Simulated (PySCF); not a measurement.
AsBH4O. Atoms are numbered in the order given.

```xyz
7

B     -1.2599     0.3411    -0.1870
As     0.6090    -0.4884     0.0120
H      0.1527    -1.4131     1.1444
H      1.1421     0.5813     0.9794
H     -2.1920    -0.3746    -0.4483
O     -1.5193     1.6747    -0.1518
H     -0.7457     2.2193     0.0762
```

Geometry: PBE-D3(BJ)/def2-TZVP. One conformer was computed; it need not be the lowest.

Level of theory: PBE-D3(BJ)/def2-TZVP (PySCF 2.14.0).

Frequencies are harmonic and unscaled.

Computed vibrational spectrum:
| mode | ν (cm⁻¹) | IR (km/mol) | moving atoms (share of kinetic energy) |
|---|---|---|---|
| 1 | 147 | 0.7 | H 80 %, B 12 % |
| 2 | 249 | 9.5 | O 48 %, H 23 %, B 15 %, As 14 % |
| 3 | 448 | 36.3 | H 70 %, B 17 %, As 9 % |
| 4 | 493 | 22.4 | H 55 %, B 29 %, O 9 % |
| 5 | 663 | 35.6 | H 73 %, B 16 %, O 9 % |
| 6 | 683 | 5.9 | H 75 %, B 23 % |
| 7 | 844 | 7.5 | H 80 %, B 19 % |
| 8 | 947 | 21.5 | H 97 % |
| 9 | 969 | 78.6 | H 88 %, O 12 % |
| 10 | 1133 | 178.7 | H 78 %, B 13 %, O 9 % |
| 11 | 1302 | 226.0 | B 64 %, O 31 % |
| 12 | 2110 | 82.1 | H 99 % |
| 13 | 2148 | 61.6 | H 99 % |
| 14 | 2555 | 117.5 | H 91 %, B 9 % |
| 15 | 3691 | 38.0 | H 94 % |
